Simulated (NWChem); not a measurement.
# H$_{4}$Sn in NWChem

SMILES: [SnH4]
```xyz
5

Sn     0.0000     0.0000     0.0000
H      1.4020     0.0000    -0.9913
H     -1.4020     0.0000    -0.9913
H      0.0000     1.4020     0.9913
H      0.0000    -1.4020     0.9913
```
Charge 0, spin multiplicity 1.

All runs are NWChem calculations. All single points use one geometry, from B3LYP/def2-SVP with def2 effective core potentials on Sn, a minimum by its harmonic frequencies.

Symmetry labels belong to the abelian group C2v used in the runs, with the axes of the coordinates shown; states degenerate in a higher group split over its labels.

Effective core potentials replace the inner electrons of Sn; spin-orbit coupling is left out. The structure started from a generated list of species.

List the lowest 3 singlet excitations that TD-PBE/def2-SVPD with def2 effective core potentials on Sn gives, with oscillator strengths.


| state | symmetry | energy (eV) | wavelength (nm) | f |
|---|---|---|---|---|
| 1 | a1 | 7.34 | 169 | 0.081 |
| 2 | b2 | 7.34 | 169 | 0.081 |
| 3 | b1 | 7.34 | 169 | 0.081 |
